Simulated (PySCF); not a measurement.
Species: C9H13N.
Numbering: `[CH3:1][N:2]([CH3:3])[CH2:4][c:5]1[cH:6][cH:7][cH:8][cH:9][cH:10]1` (hydrogens: H11, H12, H13 on C1; H14, H15, H16 on C3; H17, H18 on C4; H19 on C6; H20 on C7; H21 on C8; H22 on C9; H23 on C10)

Computed, not measured: TDDFT PBE0/def2-SVPD, vertical, gas phase, core orbitals frozen in the response in PySCF. The structure is a single PBE0-D3(BJ)/def2-SVP conformer in the gas phase; no vibrational or solvent corrections. Torsions of this conformer, `[CH3:1][N:2]([CH3:3])[CH2:4][c:5]1[cH:6][cH:7][cH:8][cH:9][cH:10]1`: C1–N2–C4–C5 -67°, N2–C4–C5–C6 141°.

Computed states:

```tsv
state	E (eV)	f
S1	4.96	0.0008
S2	5.09	0.0034
S3	5.41	0.0007
S4	5.87	0.037
S5	6.05	0.018
S6	6.54	0.013
S7	6.73	0.017
S8	6.81	0.096
S9	6.82	0.078
S10	6.92	0.541
```

Broadening: Gaussians 0.3 eV wide at half height, area fixed by f = 4.319×10⁻⁹ ∫ε dν̃. The width is an assumption, not a result. The curve ends short of the highest state used, and states not computed would add to its high-energy end.

(1) What does the envelope look like, and where are its maxima?

(2) On this curve, what absorbance would a 10⁻⁴ mol/L sample give at 266 nm over a 1 cm path?

(3) Coming from long wavelengths, where does ε first pass 100 L mol⁻¹ cm⁻¹?

Results:

(1) 
(E (eV), ε (L mol⁻¹ cm⁻¹)): (4.51, 0), (4.56, 1), (4.61, 2), (4.66, 6), (4.71, 15), (4.76, 33), (4.82, 74), (4.87, 127), (4.92, 197), (4.97, 270), (5.02, 328), (5.08, 350), (5.13, 320), (5.18, 259), (5.23, 191), (5.28, 136), (5.33, 103), (5.39, 86), (5.44, 83), (5.49, 99), (5.54, 166), (5.59, 344), (5.64, 708), (5.70, 1456), (5.75, 2286), (5.80, 3127), (5.85, 3751), (5.90, 3996), (5.95, 3836), (6.01, 3252), (6.06, 2599), (6.11, 1917), (6.16, 1296), (6.21, 810), (6.27, 475), (6.32, 427)

Maxima: 245 nm (5.07 eV), ε about 350, made up of S1 (13%) and S2 (86%); 210 nm (5.90 eV), ε about 4000, made up of S4 (79%) and S5 (21%) (ε in L mol⁻¹ cm⁻¹; maxima over ε = 5, shares over 10%). At its high-energy end, 6.32 eV, the curve is still rising (ε about 430, from S5 and S6).

(2) 266 nm is 4.661 eV, where ε is about 5.9 L mol⁻¹ cm⁻¹, so A = ε c l ≈ 0.00059 (Beer–Lambert, with the gas-phase spectrum and the assumed width).

(3) At about 256 nm (4.85 eV), 0.11 eV below S1.

The vertical ionisation energy (ΔSCF) is 8.02 eV, 1.10 eV above S10.
